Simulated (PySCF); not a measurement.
Exercise with solution: chemical shift, span and skew from a shielding tensor

C2H5O2, SMILES [OH+]=COC, charge +1. Atoms are numbered in the order given.

```xyz
9

C     -0.3962    -1.4720     0.0000
O      0.6986    -0.4916     0.0000
C      0.5336     0.7570     0.0000
O     -0.5730     1.3906     0.0000
H     -0.9899    -1.3455    -0.9168
H      0.1038    -2.4455     0.0000
H     -0.9899    -1.3455     0.9168
H      1.4423     1.3765     0.0000
H     -1.3943     0.8576     0.0000
```
Charge +1, spin multiplicity 1.

Coordinates come from a B3LYP-D3(BJ)/def2-SVP optimisation. The isomer is the one that the SMILES or the coordinates give; other isomers of the formula were not compared. One conformer was computed; it need not be the lowest.

GIAO shieldings from B3LYP/pcSseg-1 (PySCF), non-relativistic, no solvent. The symmetric part of the tensor of C3 has the principal values -74.4, -21.4, 84.0 ppm. The same nucleus in TMS has σ = 181.3 ppm at this level (PySCF, at its B3LYP-D3(BJ)/def2-TZVP geometry).

Question: Work out the isotropic shielding, the ¹³C shift against TMS, the span and the skew.

Answer: 
σ(iso) = (σ11 + σ22 + σ33)/3 = -3.9 ppm. δ = σ(ref) − σ(iso) = 181.3 − (-3.9) = 185.2 ppm.
Span Ω = σ33 − σ11 = 158.4 ppm. Skew κ = 3(σ(iso) − σ22)/Ω = 0.33. Tumbling in solution averages the tensor to δ; in a static solid the shielding alone would spread this spin-1/2 line over Ω.
